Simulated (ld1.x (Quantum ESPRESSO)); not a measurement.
## An all-electron radial function and its pseudo partner (cadmium)

Columns: radius, all-electron u(r) and pseudo u(r) of the 5s shell (level -6.95 eV) of cadmium in the configuration [Kr] 4d10 5s1.75 5p0; PBE, non-relativistic, RRKJ scheme, ld1.x (Quantum ESPRESSO) 7.5.

| r (bohr) | all-electron | pseudo |
| --- | --- | --- |
| 0.160 | 0.0035 | 0.0412 |
| 0.320 | 0.1634 | 0.0793 |
| 0.480 | -0.0902 | 0.1118 |
| 0.640 | -0.2704 | 0.1380 |
| 0.800 | -0.2680 | 0.1606 |
| 0.960 | -0.1474 | 0.1854 |
| 1.120 | 0.0173 | 0.2204 |
| 1.280 | 0.1808 | 0.2738 |
| 1.440 | 0.3225 | 0.3494 |
| 1.600 | 0.4357 | 0.4388 |
| 1.760 | 0.5207 | 0.5207 |
| 1.920 | 0.5804 | 0.5804 |
| 2.080 | 0.6187 | 0.6187 |
| 2.240 | 0.6396 | 0.6396 |
| 2.400 | 0.6465 | 0.6465 |
| 2.560 | 0.6424 | 0.6424 |
| 2.720 | 0.6298 | 0.6298 |
| 2.880 | 0.6108 | 0.6108 |
| 3.040 | 0.5872 | 0.5872 |
| 3.200 | 0.5604 | 0.5604 |
| 3.360 | 0.5314 | 0.5314 |
| 3.520 | 0.5012 | 0.5012 |
| 3.680 | 0.4706 | 0.4706 |
| 3.840 | 0.4401 | 0.4401 |
| 4.000 | 0.4102 | 0.4102 |
| 4.160 | 0.3812 | 0.3812 |

**Question.** How many radial nodes do the two functions have?

**Answer.** The all-electron 5s function has n − l − 1 = 4 (the table is too coarse to show those close to the nucleus); the pseudo-wave has 0, since the states of the same l below it are removed with the core.

**Question.** At about which radius was the pseudo-wave matched?

**Answer.** 1.85 bohr, where the columns begin to agree (steps of 0.16 bohr).

**Question.** Is the pseudo-wave norm-conserving?

**Answer.** Yes: the RRKJ scheme keeps the norm inside the radius equal to the all-electron one, which fixes the energy derivative of the logarithmic derivative at the level.
